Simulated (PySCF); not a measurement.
# Telling isomers of C₃H₁₂NPSi₂ apart by NMR

Method: PBE0/pcSseg-1 with gauge-including orbitals, structure optimised with GFN2-xTB, in PySCF (gas phase, non-relativistic Hamiltonian, averaged over atoms made equivalent by symmetry, fast rotation or ring inversion, a single conformation).

Referencing at the same level of theory: TMS for 1H and 13C. Splittings of carbon signals by F and P are missing where no couplings were computed. Where no couplings were computed, multiplicities follow the n + 1 count of equivalent neighbours, and m marks all less simple cases (inequivalent or close neighbours, rings, F or P nearby). Shifts are as computed. Against solution values, carbons near 30 ppm lie about +3 ppm off and those near 130 ppm about +5 ppm. Of 1211 compounds with measured shifts, 218 miss one by over three times the rms of a fit or turn the order of signals round; such compounds aren't used in these exercises. OH and NH positions are gas-phase values without hydrogen bonding to other molecules.

(1) Tabulate the signals of `[SiH3]N([SiH3])P1CCC1`, `C=C[SiH2][Si@](C)(N)P` and their relative energies.

(2) What is the quickest way to tell [SiH3]N([SiH3])P1CCC1 from C=C[SiH2][Si@](C)(N)P?

Results:

(1) 
| SMILES | carbon types | δC | δH | E rel. (kcal/mol) |
| --- | --- | --- | --- | --- |
| [SiH3]N([SiH3])P1CCC1 | 3×CH2 | 31.5, 20.6 | 4.69 (m, 6H), 2.63 (m, 2H), 2.17 (m, 4H) | 11.6 |
| C=C[SiH2][Si@](C)(N)P | 1×CH 1×CH2 1×CH3 | 142.4, 139.1, 1.8 | 6.52 (m, 1H), 6.39 (m, 1H), 6.18 (m, 1H), 4.34 (m, 1H), 3.99 (m, 1H), 0.92 (m, 2H), 0.41 (m, 3H), 0.15 (br s, 2H) | 0.0 |

Energies are electronic energies at PBE0/pcSseg-1 on these geometries, without zero-point or thermal terms, each for the one conformer computed, which needn't be the lowest.

(2) Count the carbon signals: 2 against 3. The first has an sp3 CH2 bonded to P at 31.5 ppm, the second a terminal =CH2 carbon at 142.4 ppm. In the proton spectra the most deshielded non-exchanging signals are 4.69 (m, 6H) and 6.52 (m, 1H).
